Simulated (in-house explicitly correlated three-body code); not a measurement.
The numbers below are computed, except where a source is named.
Two electrons around a charge Z: the exact Kohn-Sham energy parts

The exact non-relativistic ground state comes from a variational code in 260 exponentially correlated functions, the Kohn-Sham parts from inverting its density (past Z = 6 the correlation energy is taken as exact minus Hartree-Fock, equal to within microhartrees), and self-consistent runs (Hartree-Fock is restricted) from a B-spline radial code. Z may be fractional; the second electron is bound down to Z = 0.911.

E_c tends to a constant and T_c to −E_c as Z grows.

| Z | E (Eh) | E_x (Eh) | E_c (mEh) | T_c (mEh) | −T_c/E_c | binding (eV) |
| --- | --- | --- | --- | --- | --- | --- |
| 0.99 | -0.514192 | -0.37334 | -42.27 | 27.68 | 0.655 | 0.6569 |
| 1.115 | -0.698638 | -0.46134 | -40.64 | 29.71 | 0.731 | 2.096 |
| 1.34 | ? | ? | ? | ? | ? | ? |
| 1.56 | -1.611503 | -0.74760 | -41.12 | 34.08 | 0.829 | 10.74 |
| 1.76 | -2.150900 | -0.87373 | -41.60 | 35.39 | 0.851 | 16.38 |
| 2.06 | -3.109920 | -1.06223 | -42.22 | 36.91 | 0.874 | 26.89 |
| 2.46 | ? | ? | ? | ? | ? | ? |
| 2.88 | -6.649208 | -1.57596 | -43.39 | 39.56 | 0.912 | 68.08 |
| 3.32 | -9.102561 | -1.85129 | -43.80 | 40.46 | 0.924 | 97.73 |
| 4 | -13.655566 | -2.27663 | -44.27 | 41.48 | 0.937 | 153.9 |
| 4.7 | -19.308367 | -2.71436 | -44.62 | 42.23 | 0.947 | 224.9 |
| 5.2 | -23.946035 | -3.02698 | -44.81 | 42.65 | 0.952 | 283.7 |

**Question.** What belongs in the row Z = 1.34?

**Answer.** E (Eh): -1.110564; E_x (Eh): -0.60783; E_c (mEh): -40.61; T_c (mEh): 32.25; −T_c/E_c: 0.794; binding (eV): 5.79.

**Question.** What belongs in the row Z = 2.46?

**Answer.** E (Eh): -4.668469; E_x (Eh): -1.31298; E_c (mEh): -42.87; T_c (mEh): 38.41; −T_c/E_c: 0.896; binding (eV): 44.7.

**Question.** Where is correlation strongest relative to exchange?

**Answer.** E_c/E_x falls from 0.113 at Z = 0.99 to 0.0148 at Z = 5.2, since exchange grows as Z while correlation stays near −0.045 hartree. The smaller −T_c/E_c at low Z marks the more static, in-out correlation of a loosely bound pair.
